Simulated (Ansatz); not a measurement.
Reactions of `[F][AlH][SiH2]Cl`.

Isolated molecules relaxed with PBE0-D4/def2-TZVP in Ansatz; ΔE leaves out vibrations. CCSD(T)/CBS adds triple-zeta CCSD(T) − MP2 to the extrapolated MP2 energy (def2 sets, frozen cores). This one scheme is used for every species. Functionals use def2-TZVPP. For Ge outer-core shells are correlated without core-valence functions, which leaves a few kJ/mol of doubt a bond. Scalar relativity is left out up to krypton. Each species was taken in one conformer, which may not be the lowest.

```json
{"reaction": "`[F][AlH][SiH2]Cl` + dimethylamine → `C[N](C)[AlH][F]` + `[SiH3]Cl`", "CCSD(T)/CBS(def2) (eV)": "-1.01"}
{"reaction": "`[F][AlH][SiH2]Cl` + `NC[O][GeH3]` → `NCO[SiH2]Cl` + `[F][AlH][GeH3]`", "CCSD(T)/CBS(def2) (eV)": "?"}
{"reaction": "`[F][AlH][SiH2]Cl` + `C=CN([SiH3])[SiH2]Cl` → `[SiH3]N([SiH2]Cl)[SiH2]Cl` + `C=[CH][AlH][F]`", "CCSD(T)/CBS(def2) (eV)": "-1.38"}
{"reaction": "`[F][AlH][SiH2]Cl` + `C=C[SiH2]O` → `C=[CH][AlH][SiH2]Cl` + `O[SiH2]F`", "CCSD(T)/CBS(def2) (eV)": "?"}
{"reaction": "`[F][AlH][SiH2]Cl` + `C[SiH2][SiH](O)F` → `C[SiH2][AlH][F]` + `O[SiH](F)[SiH2]Cl`", "CCSD(T)/CBS(def2) (eV)": "0.02"}
{"reaction": "`[F][AlH][SiH2]Cl` + `[SiH3]N[SiH2]Cl` → `[SiH3]N([SiH2]Cl)[SiH2]Cl` + `[F][AlH2]`", "CCSD(T)/CBS(def2) (eV)": "-0.66"}
```

(1) Fill in the missing values. (Estimate.)

Largest T1 diagnostic: 0.013, for `[F][AlH][GeH3]`.

Results:

(1) Ansatz gave: `[F][AlH][SiH2]Cl` + `NC[O][GeH3]` → `NCO[SiH2]Cl` + `[F][AlH][GeH3]`: -1.18 eV; `[F][AlH][SiH2]Cl` + `C=C[SiH2]O` → `C=[CH][AlH][SiH2]Cl` + `O[SiH2]F`: +0.27 eV.
